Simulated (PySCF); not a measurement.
# Broadened absorption spectrum of C6H6O3

Compound: C₆H₆O₃.
SMILES: `COc1ccoc(=O)c1`

Level of theory: TDDFT wB97X-D/def2-SVPD, vertical, gas phase, core orbitals frozen in the response in PySCF 2.14.0, density-fitted response routines. The structure is a single PBE0-D3(BJ)/def2-SVP conformer in the gas phase; no vibrational or solvent corrections. Torsions of this conformer, `[CH3:1][O:2][c:3]1[cH:4][cH:5][o:6][c:7](=[O:8])[cH:9]1`: C1–O2–C3–C4 180°.

Each state is given a Gaussian of 0.4 eV full width at half maximum, with ε(max) = 2.175×10⁸ f / Δν̃ (Δν̃ the width in cm⁻¹). The width is an assumption, not a result. The curve ends short of the highest state used, and states not computed would add to its high-energy end.

(λ (nm), ε (L mol⁻¹ cm⁻¹)): (198.7, 896), (201.2, 884), (203.7, 771), (206.2, 564), (208.7, 348), (211.3, 177), (213.8, 79), (216.3, 31), (218.8, 11), (221.3, 6), (223.9, 12), (226.4, 37), (228.9, 110), (231.4, 282), (233.9, 632), (236.5, 1280), (239.0, 2231), (241.5, 3478), (244.0, 4874), (246.5, 6183), (249.1, 7167), (251.6, 7547), (254.1, 7312), (256.6, 6550), (259.1, 5449), (261.7, 4179), (264.2, 3029), (266.7, 2064), (269.2, 1327), (271.7, 808), (274.2, 467), (276.8, 251), (279.3, 132), (281.8, 66), (284.3, 32), (286.8, 15)

Task: Where are the band maxima, and which computed states make them?

Result: 252 nm (4.92 eV), ε about 7600, made up of S1 (100%); 200 nm (6.20 eV), ε about 900, made up of S3 (95%) (ε in L mol⁻¹ cm⁻¹; maxima over ε = 5, shares over 10%). At its high-energy end, 6.24 eV, the curve is still rising (ε about 900, from S3). The states used: S1 4.92 eV (f 0.112); S2 5.58 eV (f 0.0000); S3 6.17 eV (f 0.013); S4 6.67 eV (f 0.0006); S5 6.84 eV (f 0.439); S6 6.84 eV (f 0.271).

Task: On this curve, what absorbance would a 10⁻⁵ mol/L sample give at 222 nm over a 1 cm path?

Result: 222 nm is 5.585 eV, where ε is about 6 L mol⁻¹ cm⁻¹, so A = ε c l ≈ 6e-05 (Beer–Lambert, with the gas-phase spectrum and the assumed width).

Task: What would ε be at 4.92 eV, the highest of these maxima, with half the width (0.2 eV)?

Result: About 15100 L mol⁻¹ cm⁻¹ against 7550, a factor of about 2.00; a lone state at its own centre would give exactly 2.

Task: Coming from long wavelengths, where does ε first pass 100 L mol⁻¹ cm⁻¹?

Result: At about 280 nm (4.42 eV), 0.50 eV below S1.

Cost: about 2.2 min of CPU time on one thread; the machine was shared, so the figure is rough.
